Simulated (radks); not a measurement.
The numbers below are computed, except where a source is named.
Problem. These are the eigenvalues of the occupied orbitals of an atom or ion with whole-number occupations (hartree). Code: a radial shooting solver on a logarithmic mesh with Libxc functionals. Model: non-relativistic Kohn-Sham, Slater X-alpha with alpha = 0.891, spin-unpolarised, spherical densities, point nucleus.

1s: -11.74061
2s: -1.55666

Which element is it, and in what charge state? The configuration may be excited.

Solution. Z = 6, carbon, charge +2: C2+ in [He] 2s2. The 1s level, -11.741 hartree, gives Z - s = 4.8 by -(Z - s)^2/2, which with screening narrows Z to a few neighbours, and the depths must fix Z and the occupations together.
